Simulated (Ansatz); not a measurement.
`[SiH3]O[Si]O[SiH3]` + `[SiH3]OBS` → `[SiH]O[SiH3]` + `[SiH3]OB(S)O[SiH3]`  (redistribution)

Program: Ansatz. Geometries: PBE0-D4/def2-TZVP. ΔE: electronic, gas phase. CBS: MP2 limit from def2 TZ/QZ plus the TZ coupled-cluster correction, frozen cores. Functionals use def2-TZVPP. B3LYP here is the variant with VWN-RPA as its local correlation; programs differ in this. Each species was taken in one conformer, which may not be the lowest.

| level | ΔE (kJ/mol) | difference from CCSD(T)/CBS |
| --- | --- | --- |
| r2SCAN-D4 | 60.5 | 2.0 |
| PBE0-D4 | 53.8 | -4.7 |
| B3LYP-D4 | 56.4 | -2.1 |
| PBE | 61.1 | 2.6 |
| PBE0 | 57.5 | -1.0 |
| MP2/def2-TZVPP | 61.9 | 3.4 |
| CCSD(T)/def2-TZVPP | 55.5 | -3.0 |
| HF/def2-QZVPP | 55.4 | -3.1 |
| MP2/def2-QZVPP | 64.3 | 5.8 |
| CCSD/CBS(def2) | 56.9 | -1.6 |
| CCSD(T)/CBS | 58.5 | 0 |

Largest T1 diagnostic among the species: 0.014.

From PBE to PBE0 (25 % exact exchange), in def2-TZVPP and without D4, ΔE moves by −3.6 kJ/mol. The D4 term adds −6.3 kJ/mol with B3LYP and −3.7 kJ/mol with PBE0; it sums over pairs of atoms, weighted by their polarisabilities, and B3LYP, whose exchange is more repulsive, gets the larger term.
